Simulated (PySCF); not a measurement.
## Simulated characterisation data

- geometry from GFN2-xTB
- GIAO PBE0/pcSseg-1 shieldings
- program: PySCF
- a single conformation, averaged over atoms made equivalent by symmetry, fast rotation or ring inversion, no solvent, no relativistic terms

δ = σ(ref) − σ, references computed at the same level: ¹H, ¹³C vs TMS. Where no couplings were computed, multiplicities follow the n + 1 count of equivalent neighbours, and m marks all less simple cases (inequivalent or close neighbours, rings, F or P nearby). Acid and N–H amide carbonyl carbons lie up to 10 ppm further downfield in solution (hydrogen bonding). Shifts are as computed. Against solution values, carbons near 30 ppm lie about +3 ppm off and those near 130 ppm about +5 ppm. Of 1211 compounds with measured shifts, 218 miss one by over three times the rms of a fit or turn the order of signals round; such compounds aren't used in these exercises. OH and NH positions are gas-phase values without hydrogen bonding to other molecules.

Compound 1 (C3H9NOSi2). ¹H NMR (600 MHz, computed): δ 7.94 (d, 1H), 4.54 (s, 3H), 4.33 (br, 1H), 2.77 (m, 1H), 2.67 (m, 1H), 1.16 (m, 1H), 0.56 (m, 1H). ¹³C{¹H} NMR (computed): δ 164.3 (CH), 19.9 (C), 8.8 (CH2). Structure: SMILES O=CN[C@]1([SiH3])C[SiH2]1.

Compound 2 (C5H13NO2Si). ¹H NMR (600 MHz, computed): δ 5.06 (s, 2H), 4.17 (q, 2H), 2.86 (s, 3H), 2.05 (s, 3H), 1.34 (t, 3H). ¹³C{¹H} NMR (computed): δ 182.5 (C), 62.8 (CH2), 30.2 (CH3), 22.1 (CH3), 20.8 (CH3). Structure: SMILES CCO[SiH2]N(C)C(C)=O.

Compound 3 (C4H12O2Si2). ¹H NMR (600 MHz, computed): δ 5.53 (q, 2H), 4.62 (s, 2H), 3.27 (t, 3H), 2.29 (q, 2H), 1.19 (t, 3H). ¹³C{¹H} NMR (computed): δ 221.9, 71.6, 34.5, 8.5. Structure: SMILES CCC(=O)CO[SiH2][SiH3].
